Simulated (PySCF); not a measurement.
B(F)(vinyl)(OH) (C₂H₄BFO), SMILES C=CB(O)F. Atoms are numbered in the order given.

```xyz
9

B      0.2462     0.2550     0.4089
F      1.3897     0.3926     1.0753
C      0.1962    -0.7384    -0.7997
C     -0.8940    -0.9722    -1.5398
H      1.1156    -1.2790    -1.0554
H     -0.9000    -1.6742    -2.3800
H     -1.8518    -0.4715    -1.3463
O     -0.7901     1.0011     0.8452
H     -1.5939     0.8713     0.3341
```
Charge 0, spin multiplicity 1.

Geometry optimised at PBE0-D3(BJ)/def2-SVP. One conformer was computed; it need not be the lowest.

Calculation: KT2/pcSseg-1 in PySCF.

GIAO shieldings, no solvent; atoms listed in one row are averaged. δ = σ(ref) − σ: ¹¹B against BF3 (σ = 89.8 ppm); ¹⁹F against CFCl3 (σ = 127.1 ppm); ¹³C against TMS (σ = 185.1 ppm); ¹H against TMS (σ = 31.47 ppm); ¹⁷O against H2O (σ = 330.4 ppm), references at their B3LYP-D3(BJ)/def2-TZVP geometries, non-relativistic.

Computed chemical shifts:
```csv
nucleus,atoms,count,δ (ppm)
¹¹B,B1,1,12.5
¹⁹F,F2,1,-132.2
¹³C,C4,1,135.6
¹³C,C3,1,130.1
¹H,H6,1,6.38
¹H,H5,1,6.18
¹H,H7,1,6.06
¹H,H9,1,4.85
¹⁷O,O8,1,114.4
```
